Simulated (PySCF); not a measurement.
**Question.** Give a PBE0-D3(BJ)/def2-SVP geometry of InChI=1S/GeH5NS/c2-1-3/h3H,1-2H2.

**Answer.** 
Z-matrix in Å and degrees, rows numbered from 1:
```
N 
Ge  1  1.8302
S   2  2.2453  1  115.61
H   1  1.0173  2  114.33  3   -69.65
H   1  1.0176  2  114.03  3    55.48
H   2  1.5370  1  106.57  3   121.85
H   2  1.5341  1  108.10  3  -115.81
H   3  1.3506  2   94.50  1    70.29
```

Ge2 (germanium bonded to N, S and 2 H) is distorted tetrahedral (angles from 103.8° to 115.6°). N1 (nitrogen bonded to Ge and 2 H) is pyramidal (angles 114.3°, 114.0° and 108.1°, sum 336.5°, 0.34 Å off the plane of its three neighbours). S3 (sulfur bonded to Ge and H) is bent (angle 94.5°).

Level of theory: PySCF 2.14.0, PBE0-D3(BJ)/def2-SVP geometry optimisation, gas phase.

Whether it is a minimum is left open (no frequencies). The numbers are those of one conformer (H–N1–Ge2–S3 -70° and 55°, N1–Ge2–S3–H 70°).
